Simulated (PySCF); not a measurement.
beryllium atom (Be), singlet; DF-R2SCAN/cc-pVQZ (PySCF).

Here is a job for PySCF.
```python
from pyscf import gto, scf, dft

mol = gto.Mole()
mol.atom = '''
    Be    0.00000000    0.00000000    0.00000000
'''
mol.basis = 'cc-pvqz'
mol.verbose = 4
mol.build()

mf = dft.RKS(mol)
mf.xc = 'r2scan'
mf = mf.density_fit(auxbasis='def2-universal-jkfit')
mf.kernel()
```

What the program printed (banner, timings and long lists left out):

```
PySCF version 2.14.0

[INPUT] verbose = 4
[INPUT] num. atoms = 1
[INPUT] num. electrons = 4
[INPUT] charge = 0
[INPUT] spin (= nelec alpha-beta = 2S) = 0
[INPUT] symmetry False subgroup None
[INPUT] Mole.unit = angstrom
[INPUT] Symbol           X                Y                Z      unit          X                Y                Z       unit  Magmom
[INPUT]  1 Be     0.000000000000   0.000000000000   0.000000000000 AA    0.000000000000   0.000000000000   0.000000000000 Bohr   0.0

nuclear repulsion = 0
number of shells = 14
number of NR pGTOs = 68
number of NR cGTOs = 55
basis = cc-pvqz
ecp = {}

******** <class 'pyscf.df.df_jk.DFRKS'> ********
method = DFRKS
initial guess = minao
damping factor = 0
level_shift factor = 0
DIIS = <class 'pyscf.scf.diis.CDIIS'>
diis_start_cycle = 1
diis_space = 8
diis_damp = 0
SCF conv_tol = 1e-09
SCF conv_tol_grad = None
SCF max_cycles = 50
direct_scf = False
XC library pyscf.dft.libxc version 7.1.2
    S. Lehtola, C. Steigemann, M. J. T. Oliveira, and M. A. L. Marques,  SoftwareX 7, 1–5 (2018)
XC functionals = r2scan
    J. W. Furness, A. D. Kaplan, J. Ning, J. P. Perdew, and J. Sun,  J. Phys. Chem. Lett. 11, 8208–8215 (2020)
    J. W. Furness, A. D. Kaplan, J. Ning, J. P. Perdew, and J. Sun,  J. Phys. Chem. Lett. 11, 9248–9248 (2020)
    J. W. Furness, A. D. Kaplan, J. Ning, J. P. Perdew, and J. Sun,  J. Phys. Chem. Lett. 11, 8208–8215 (2020)
    J. W. Furness, A. D. Kaplan, J. Ning, J. P. Perdew, and J. Sun,  J. Phys. Chem. Lett. 11, 9248–9248 (2020)
radial grids:
    Treutler-Ahlrichs [JCP 102, 346 (1995); DOI:10.1063/1.469408] (M4) radial grids

becke partition: Becke, JCP 88, 2547 (1988); DOI:10.1063/1.454033
pruning grids: <function nwchem_prune>
grids dens level: 3
symmetrized grids: False
atomic radii adjust function: <function treutler_atomic_radii_adjust>
small_rho_cutoff = 0
Set gradient conv threshold to 3.16228e-05
Initial guess from minao.
tot grids = 13728
init E= -14.646968074971
  HOMO = -0.202047230207518  LUMO = -0.0563139209652769  gap/eV = 3.96561
cycle= 1 E= -14.6485511473703  delta_E= -0.00158  |g|= 0.0104  |ddm|= 0.221
  HOMO = -0.212069921751622  LUMO = -0.0663407994823136  gap/eV = 3.96549
cycle= 2 E= -14.6485738274348  delta_E= -2.27e-05  |g|= 0.00193  |ddm|= 0.0241
  HOMO = -0.211094516084041  LUMO = -0.0654219056151621  gap/eV = 3.96395
cycle= 3 E= -14.6485744630153  delta_E= -6.36e-07  |g|= 6.72e-05  |ddm|= 0.00351
  HOMO = -0.211100906753127  LUMO = -0.0654374370229315  gap/eV = 3.96370
cycle= 4 E= -14.6485744676235  delta_E= -4.61e-09  |g|= 1.08e-05  |ddm|= 0.000777
  HOMO = -0.211111367234588  LUMO = -0.0654491591344332  gap/eV = 3.96367
cycle= 5 E= -14.6485744677124  delta_E= -8.89e-11  |g|= 4.09e-07  |ddm|= 0.000121
  HOMO = -0.211110883873354  LUMO = -0.0654486777477308  gap/eV = 3.96367
Extra cycle  E= -14.6485744677124  delta_E= -1.95e-14  |g|= 8.04e-08  |ddm|= 9.62e-07
converged SCF energy = -14.6485744677124
```
